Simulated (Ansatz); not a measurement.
Input for Ansatz (a first-principles code): R-SVWN5/def2-TZVPP on SF-, 2S+1 = 1, a spin state set in the input, which need not be the lowest, a point of a bond scan (R = 1.728 Å). Charge -1.

Ansatz 0.2 input:
```yaml
crystal:
  periodic: [false, false, false]
  atoms:
    - {symbol: F, position_ang: [0.00000000, 0.00000000, 0.00000000]}
    - {symbol: S, position_ang: [0.00000000, 0.00000000, 1.72773400]}
basis:
  gaussian:
    orbitals: def2-TZVPP
    pivot_positions_ang: [[0.00000000, 0.00000000, 0.00000000], [0.00000000, 0.00000000, 1.72773400]]
hamiltonian:
  xc: {name: SVWN5}
total_charge: -1
output: {forces: true, orbitals: {seedname: ./end}}
```

The head of its log:

```
WARN ansatz: RAYON_NUM_THREADS=1 ignored (pool sized by the plan → 1); use --threads N
Functional definition: SVWN5
integrals: 0.01 GiB planned
440 factors; their error is unknown
mean field: 0.12 GiB planned
mean field evaluation 1: about -13488.4618 eV, gradient 8.2e1 eV
mean field evaluation 2: about -13460.1464 eV, gradient 1.6e2 eV
```

Problem. Predict the final total energy.

Solution. -496.0968 hartree.
